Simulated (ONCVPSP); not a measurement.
## Potentials for Ti (Z = 22) compared

Generated with ld1.x 7.5 (TM, RRKJ, ultrasoft, PAW), atompaw 4.2 or ONCVPSP 4.0.1. The cutoff is in Ry: for ld1.x and atompaw files where the sum of valence levels is converged to 10 mRy in a Bessel basis, for ONCV files where the hardest occupied wave has 1 mHa per electron of residual kinetic energy. The error is the largest all-electron minus pseudo excitation energy over each file’s own four to seven test configurations (ionisations up to +4, promotions, holes and added fractions of an electron), all of which were solved. The labels leave out finer settings (local radius, basis sizes, second energies), which also bear on the numbers. Spin-polarised tests are not counted. The rows are a selection from randomly drawn settings: files with unsolved tests, undetermined cutoffs or missed reference levels are left out.

A true bound ghost makes a file unfit for plane-wave use even where its test errors are small: the radial tests pick states by their node count and pass the ghost by.

```csv
potential,cutoff (Ry),largest error (meV),bound ghosts
"ONCV, LDA (Perdew-Wang 92), fully relativistic, rc 1.90/1.75/1.50 (spd), local smoothed, core correction no, reference 3s2 3p6 3d2 4s1.5 4p0.5, qcut 8/7.4/11.8, projectors 2/2/2",87,+1.7,none
"ONCV, LDA (Perdew-Wang 92), scalar-relativistic, rc 2.40/1.25/2.15 (spd), local smoothed, core correction no, reference 3p6 3d2 4s1, qcut 2.4/12.8/6.3, projectors 3/1/2",77,-381,none
"ONCV, PBE, scalar-relativistic, rc 1.90/1.85/1.85 (spd), local d, core correction yes, reference 3s2 3p6 3d2 4s1.75 4p0.25, qcut 8.2/7.5/9.9, projectors 2/2/0",66,+27,s
"ONCV, PBEsol, scalar-relativistic, rc 2.75/1.35/2.10 (spd), local smoothed, core correction no, reference 3p6 3d2 4s2, qcut 2.3/11.3/7.6, projectors 2/3/1",43,+219,s
"ONCV, PBE, scalar-relativistic, rc 3.05/1.05/1.50 (spd), local smoothed, core correction no, reference 3p6 3d2 4s2, qcut 2.4/7.3/10.4, projectors 3/2/2",78,+118,none
"ONCV, LDA (Perdew-Wang 92), scalar-relativistic, rc 1.80/1.40/2.55 (spd), local smoothed, core correction no, reference 3s2 3p6 3d2 4s1, qcut 6.4/12/5.2, projectors 2/2/3",40,+2231,none
"ONCV, PW91, scalar-relativistic, rc 1.45/2.05/2.30 (spd), local smoothed, core correction yes, reference 3s2 3p6 3d2 4s1.5 4p0.5, qcut 6.8/7.2/6.5, projectors 2/2/2",36,+14,none
"ONCV, PBE, scalar-relativistic, rc 1.35/1.30/2.05/2.05 (spdf), local smoothed, core correction yes, reference 3s2 3p6 3d2 4s2, qcut 6.9/9.4/8.7/4.9, projectors 2/3/2/2",50,+78,none
```

Problem. Fill in the row for Ti: ONCV, LDA (Perdew-Zunger), fully relativistic, rc 1.40/1.10/2.30 (spd), local smoothed, core correction no, reference 3s2 3p6 3d2 4s2, qcut 8.5/8/6.1, projectors 3/1/1.

Solution. cutoff 57 Ry, largest error +192 meV, bound ghosts: none.
